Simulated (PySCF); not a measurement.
`InChI=1S/C6H8O/c1-3-4-5-6(2)7/h3-5H,1H2,2H3/b5-4+`

Geometry (Å), atoms numbered from 1 in this order:
```xyz
15

C    -3.2743   -0.1705   -0.4379
C    -2.0531   -0.6314   -0.1260
C    -0.8350    0.1067   -0.3785
C     0.4035   -0.3289   -0.0765
C     1.5972    0.5018   -0.3745
C     2.9316   -0.0897    0.0036
O     1.5034    1.5947   -0.8930
H    -4.1764   -0.7520   -0.2338
H    -3.4047    0.8087   -0.9089
H    -1.9502   -1.6159    0.3453
H    -0.9127    1.0945   -0.8500
H     0.5520   -1.3064    0.3949
H     3.0818   -1.0514   -0.5133
H     3.7371    0.6053   -0.2623
H     2.9620   -0.3006    1.0849
```

Computed with quadratic response CAM-B3LYP/aug-cc-pVDZ first hyperpolarisability, Taylor convention, gas phase in PySCF. Geometry: PBE0-D3(BJ)/def2-SVP.

(1) Give the tensor of the second harmonic β(−2ω;ω,ω) at 1340 nm in the axes of these coordinates.

## Answers

(1) In au, Taylor convention; rows are the first index (the induced dipole):
|  | xx | yy | zz | xy | xz | yz |
| --- | --- | --- | --- | --- | --- | --- |
| x | -492.1 | -46.7 | +37.6 | -196.0 | +47.3 | +25.2 |
| y | -183.0 | +49.4 | +27.5 | -45.0 | +23.8 | +5.5 |
| z | +41.4 | +5.3 | -35.5 | +22.8 | +34.8 | +27.6 |

Norm of βᵢ = ⅓ Σⱼ (βᵢⱼⱼ + βⱼᵢⱼ + βⱼⱼᵢ): 515.1 au, hyper-Rayleigh value 236.9 au.
